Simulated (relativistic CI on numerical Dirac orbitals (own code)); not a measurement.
## Line list: Electric-dipole lines, Pd³⁶⁺

Method of calculation: Dirac-Coulomb-Breit CI, KLI orbitals optimised for each configuration, model QED (radiative potential, 1s self-energy scaled to tabulated hydrogen-like ionisation energies), unscaled Slater integrals (own radial code, finite nucleus).

Configuration list (outside the closed core 1s2): 2s2.2p6, 2s2.2p5.3s, 2s2.2p5.3p, 2s2.2p5.3d, 2s.2p6.3s, 2s.2p6.3p, 2s.2p6.3d, 2s2.2p5.4s, 2s2.2p5.4p, 2s2.2p5.4d, 2s2.2p5.4f, 2s.2p6.4s, 2s.2p6.4p, 2s2.2p4.3s2, 2s.2p6.4d, 2s.2p6.4f, 2s2.2p5.5s, 2s2.2p5.5p, 2s2.2p4.3s.3p, 2s2.2p5.5d, 2s2.2p5.5f, 2s2.2p5.5g, 2s2.2p4.3p2, 2s2.2p4.3s.3d, 2s2.2p4.3p.3d, 2s.2p5.3s2, 2s2.2p4.3d2, 2s.2p5.3s.3p, 2s.2p6.5s, 2s.2p5.3p2, 2s.2p5.3s.3d, 2s.2p6.5p, 2s.2p6.5d, 2s.2p6.5f, 2s.2p6.5g, 2s.2p5.3p.3d. Levels of other configurations are missing.

| λ vac (nm) | Lower | Upper | A (s⁻¹) | gf | Branching (%) |
| --- | --- | --- | --- | --- | --- |
| 0.30255 | 2s2.2p6 1S_0 [1] | 2s2.2p5.4d 1P°_1 [53] | 1.27e+14 | 5.25e-01 | 90.8 |
| 0.37316 | 2s2.2p6 1S_0 [1] | 2s2.2p5.3d 3D°_1 [27] | 2.50e+14 | 1.56e+00 | 100.0 |
| 0.39031 | 2s2.2p6 1S_0 [1] | 2s2.2p5.3d 1P°_1 [20] | 2.92e+14 | 2.00e+00 | 100.0 |
| 0.89837 | 2s2.2p5.3d 3F°_4 [16] | 2s2.2p5.5f 3G_5 [110] | 9.60e+12 | 1.28e+00 | 66.6 |
| 1.1098 | 2s2.2p5.3s 3P°_2 [2] | 2s2.2p5.4p 3D_3 [42] | 5.31e+12 | 6.87e-01 | 81.5 |
| 1.1512 | 2s2.2p5.3p 3D_2 [5] | 2s2.2p5.4d 3F°_3 [48] | 1.09e+13 | 1.52e+00 | 82.8 |
| 1.1905 | 2s2.2p5.3p 1P_1 [7] | 2s2.2p5.4d 1D°_2 [51] | 9.29e+12 | 9.87e-01 | 69.8 |
| 1.1919 | 2s2.2p5.3p 3D_3 [6] | 2s2.2p5.4d 3F°_4 [50] | 1.33e+13 | 2.55e+00 | 99.8 |
| 1.1928 | 2s2.2p5.3p 3D_2 [23] | 2s2.2p5.4d 3F°_3 [70] | 1.33e+13 | 1.98e+00 | 99.7 |
| 1.1959 | 2s2.2p5.3p 3P_2 [8] | 2s2.2p5.4d 3D°_3 [52] | 1.07e+13 | 1.60e+00 | 80.6 |
| 1.2795 | 2s2.2p5.3d 3P°_1 [13] | 2s2.2p5.4f 3D_2 [56] | 1.56e+13 | 1.92e+00 | 55.7 |
| 1.2832 | 2s2.2p5.3d 3F°_2 [24] | 2s2.2p5.4f 3G_3 [72] | 2.56e+13 | 4.43e+00 | 93.3 |
| 1.2855 | 2s2.2p5.3d 3F°_3 [14] | 2s2.2p5.4f 3G_4 [55] | 2.52e+13 | 5.63e+00 | 92.1 |
| 1.2868 | 2s.2p6.3d 3D_1 [34] | 2s.2p6.4f 3F°_2 [100] | 1.98e+13 | 2.46e+00 | 82.2 |
| 1.2873 | 2s2.2p5.3d 3D°_2 [15] | 2s2.2p5.4f 3F_3 [57] | 1.84e+13 | 3.20e+00 | 66.7 |
| 1.2884 | 2s.2p6.3d 3D_2 [35] | 2s.2p6.4f 3F°_3 [102] | 2.16e+13 | 3.77e+00 | 86.6 |
| 1.2885 | 2s2.2p5.3d 3D°_2 [15] | 2s2.2p5.4f 3D_2 [56] | 1.02e+13 | 1.27e+00 | 36.5 |
| 1.2917 | 2s2.2p5.3d 3F°_4 [16] | 2s2.2p5.4f 3G_5 [58] | 2.72e+13 | 7.49e+00 | 99.9 |
| 1.2935 | 2s2.2p5.3d 3P°_2 [25] | 2s2.2p5.4f 3D_3 [75] | 2.61e+13 | 4.58e+00 | 94.5 |
| 1.2949 | 2s2.2p5.3d 1D°_2 [17] | 2s2.2p5.4f 1F_3 [60] | 2.22e+13 | 3.91e+00 | 80.6 |
| 1.2957 | 2s.2p6.3d 3D_3 [36] | 2s.2p6.4f 3F°_4 [104] | 2.51e+13 | 5.69e+00 | 97.3 |
| 1.2967 | 2s2.2p5.3d 3F°_3 [26] | 2s2.2p5.4f 3G_4 [74] | 2.71e+13 | 6.16e+00 | 99.9 |
| 1.3015 | 2s2.2p5.3d 3D°_3 [18] | 2s2.2p5.4f 3F_4 [61] | 2.37e+13 | 5.41e+00 | 87.0 |
| 1.3034 | 2s2.2p5.3d 3D°_1 [27] | 2s2.2p5.4f 3F_2 [73] | 2.25e+13 | 2.86e+00 | 81.5 |
| 1.3102 | 2s.2p6.3d 1D_2 [37] | 2s.2p6.4f 1F°_3 [103] | 2.18e+13 | 3.92e+00 | 94.6 |
| 1.3271 | 2s2.2p5.3d 1P°_1 [20] | 2s2.2p5.4f 1D_2 [59] | 2.20e+13 | 2.91e+00 | 81.0 |
| 2.7917 | 2s2.2p5.4d 3F°_3 [48] | 2s2.2p5.5f 3G_4 [107] | 4.45e+12 | 4.68e+00 | 30.6 |
| 2.8053 | 2s2.2p5.4d 3F°_4 [50] | 2s2.2p5.5f 3G_5 [110] | 4.80e+12 | 6.23e+00 | 33.3 |
| 2.8091 | 2s2.2p5.4d 1D°_2 [51] | 2s2.2p5.5f 1F_3 [112] | 3.94e+12 | 3.26e+00 | 26.6 |
| 2.8126 | 2s2.2p5.4d 3F°_3 [70] | 2s2.2p5.5f 3G_4 [134] | 4.81e+12 | 5.14e+00 | 33.3 |
| 2.8201 | 2s2.2p5.4d 3D°_3 [52] | 2s2.2p5.5f 3F_4 [113] | 4.23e+12 | 4.54e+00 | 29.1 |
| 2.9140 | 2s2.2p5.4f 3D_1 [54] | 2s2.2p5.5g 3F°_2 [119] | 6.36e+12 | 4.05e+00 | 52.0 |
| 2.9255 | 2s2.2p5.4f 3D_2 [56] | 2s2.2p5.5g 3G°_3 [118] | 4.26e+12 | 3.83e+00 | 42.0 |
| 2.9288 | 2s2.2p5.4f 3G_4 [55] | 2s2.2p5.5g 3H°_5 [114] | 7.80e+12 | 1.10e+01 | 96.7 |
| 2.9288 | 2s2.2p5.4f 1D_2 [59] | 2s2.2p5.5g 3F°_3 [121] | 5.26e+12 | 4.73e+00 | 41.0 |
| 2.9305 | 2s2.2p5.4f 3G_3 [72] | 2s2.2p5.5g 3H°_4 [136] | 7.75e+12 | 8.99e+00 | 96.1 |
| 2.9335 | 2s2.2p5.4f 3F_2 [73] | 2s2.2p5.5g 3G°_3 [137] | 7.43e+12 | 6.71e+00 | 91.3 |
| 2.9337 | 2s.2p6.4f 3F°_4 [104] | 2s.2p6.5g 3G_5 [156] | 6.90e+12 | 9.79e+00 | 78.2 |
| 2.9359 | 2s2.2p5.4f 3F_3 [57] | 2s2.2p5.5g 3G°_4 [115] | 6.32e+12 | 7.35e+00 | 78.1 |
| 2.9360 | 2s2.2p5.4f 3G_5 [58] | 2s2.2p5.5g 3H°_6 [116] | 8.01e+12 | 1.35e+01 | 99.6 |
| 2.9363 | 2s2.2p5.4f 1F_3 [60] | 2s2.2p5.5g 3F°_4 [120] | 6.48e+12 | 7.53e+00 | 62.3 |
| 2.9396 | 2s2.2p5.4f 3D_3 [75] | 2s2.2p5.5g 3F°_4 [139] | 7.83e+12 | 9.13e+00 | 96.6 |
| 2.9398 | 2s2.2p5.4f 3G_4 [74] | 2s2.2p5.5g 3H°_5 [138] | 8.00e+12 | 1.14e+01 | 99.6 |
| 2.9452 | 2s2.2p5.4f 3F_4 [61] | 2s2.2p5.5g 3G°_5 [117] | 7.41e+12 | 1.06e+01 | 92.2 |
| 10.687 | 2s2.2p5.3s 3P°_2 [2] | 2s2.2p5.3p 3D_3 [6] | 5.35e+10 | 6.41e-01 | 100.0 |

Terms are leading LS components. Brackets give the number of a level in order of energy, since labels repeat. The list gives strong lines, with weight on those to low levels, without lines whose two gauges differ by over a factor of 2.5, among the lowest 157 of 838 levels, so that lines to higher ones, which can be the strongest, are missing. Levels whose partners in the same complex of configurations lie outside the list can be far off, and so can their lines. Rates are taken at the computed energies, electric ones in the length gauge.

At this charge energies of transitions that change n are usually good to better than 1 %, and those within a shell (Δn = 0) to a few per cent.

Q: From the table, what is the radiative lifetime of 2s2.2p5.5f 3G_5?

A: The listed rates from this level add up to about 1.44e+13 s⁻¹, 100 % of its decay; with all channels τ = 6.94e-14 s.

LS names give the leading component of a level, which can be under half, so a name can repeat, a term be missing and a line seem to break the LS rules.
